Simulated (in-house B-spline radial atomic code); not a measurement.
Whole-atom quantities along the 2-electron series, configuration 1s2. Breit and QED terms are first order and not part of the total energy; the density at the nucleus is averaged over the nuclear charge. Computed with a radial B-spline atomic code at the basis-set limit: Dirac-Hartree-Fock, average of the configuration, finite nuclei.

| ion | Z | E/Z² (Eh) | Σ<r²> (bohr²) | n(0)/Z³ (bohr⁻³) | Lamb diamagnetic shielding (ppm) | repulsion over attraction | Breit energy (eV) | self-energy (eV) | vacuum polarisation (eV) | Dirac less non-relativistic energy (Eh) |
| --- | --- | --- | --- | --- | --- | --- | --- | --- | --- | --- |
| Mo40+ | 42 | -1.0093 | 0.0032776 | 1.0581 | 1553.97 | 0.007336 | 27.003 | 42.687 | -4.9321 | -42.487 |
| Tc41+ | 43 | -1.0108 | 0.0031166 | 1.0837 | 1595.21 | 0.0071608 | 29.036 | 46.241 | -5.4337 | -46.816 |
| Ru42+ | 44 | -1.0124 | 0.0029667 | 1.1085 | 1636.76 | 0.0069933 | 31.171 | 50.001 | -5.9743 | -51.475 |
| Rh43+ | 45 | -1.0141 | 0.0028267 | 1.1359 | 1678.63 | 0.0068332 | 33.412 | 53.974 | -6.5567 | -56.486 |
| Pd44+ | 46 | -1.0157 | 0.0026957 | 1.1638 | 1720.84 | 0.0066799 | 35.762 | 58.169 | -7.1829 | -61.863 |
| Ag45+ | 47 | -1.0174 | 0.0025732 | 1.1936 | 1763.39 | 0.0065329 | 38.224 | 62.593 | -7.8559 | -67.629 |
| Cd46+ | 48 | -1.0191 | 0.0024582 | 1.2229 | 1806.31 | 0.006392 | 40.801 | 67.255 | -8.5778 | -73.8 |
| In47+ | 49 | ? | ? | ? | ? | ? | ? | ? | ? | ? |
| Sn48+ | 50 | -1.0225 | 0.0022488 | 1.2884 | 1893.27 | 0.0061266 | 46.312 | 77.323 | -10.181 | -87.45 |
| Sb49+ | 51 | -1.0243 | 0.0021533 | 1.323 | 1937.34 | 0.0060015 | 49.253 | 82.748 | -11.069 | -94.97 |
| Te50+ | 52 | ? | ? | ? | ? | ? | ? | ? | ? | ? |
| I51+ | 53 | -1.0279 | 0.0019782 | 1.3961 | 2026.74 | 0.005765 | 55.522 | 94.425 | -13.031 | -111.52 |
| Xe52+ | 54 | -1.0298 | 0.001898 | 1.4349 | 2072.1 | 0.0056532 | 58.857 | 100.7 | -14.114 | -120.59 |
| Cs53+ | 55 | ? | ? | ? | ? | ? | ? | ? | ? | ? |
| Ba54+ | 56 | -1.0337 | 0.0017502 | 1.5187 | 2164.21 | 0.005441 | 65.946 | 114.15 | -16.499 | -140.47 |
| La55+ | 57 | -1.0356 | 0.0016821 | 1.564 | 2211 | 0.0053404 | 69.707 | 121.36 | -17.811 | -151.32 |
| Ce56+ | 58 | -1.0377 | 0.0016175 | 1.611 | 2258.3 | 0.005243 | 73.617 | 128.91 | -19.208 | -162.83 |
| Pr57+ | 59 | -1.0397 | 0.0015562 | 1.6607 | 2306.12 | 0.0051488 | 77.681 | 136.8 | -20.695 | -175.02 |

Problem. Fill in the row of In47+.

Solution. E/Z² (Eh): -1.0208; Σ<r²> (bohr²): 0.0023503; n(0)/Z³ (bohr⁻³): 1.2555; Lamb diamagnetic shielding (ppm): 1849.6; repulsion over attraction: 0.0062566; Breit energy (eV): 43.496; self-energy (eV): 72.162; vacuum polarisation (eV): -9.3522; Dirac less non-relativistic energy (Eh): -80.401.

Problem. Fill in the row of Te50+.

Solution. E/Z² (Eh): -1.0261; Σ<r²> (bohr²): 0.0020632; n(0)/Z³ (bohr⁻³): 1.3575; Lamb diamagnetic shielding (ppm): 1981.82; repulsion over attraction: 0.0058811; Breit energy (eV): 52.322; self-energy (eV): 88.446; vacuum polarisation (eV): -12.017; Dirac less non-relativistic energy (Eh): -102.98.

Problem. Fill in the row of Cs53+.

Solution. E/Z² (Eh): -1.0317; Σ<r²> (bohr²): 0.0018221; n(0)/Z³ (bohr⁻³): 1.4763; Lamb diamagnetic shielding (ppm): 2117.92; repulsion over attraction: 0.0055452; Breit energy (eV): 62.331; self-energy (eV): 107.27; vacuum polarisation (eV): -15.269; Dirac less non-relativistic energy (Eh): -130.23.

Problem. With what power of Z does the column «Breit energy (eV)» change over this range?

Solution. A fit of the logarithm of its size against log Z from Z = 42 to 59 has slope 3.11.
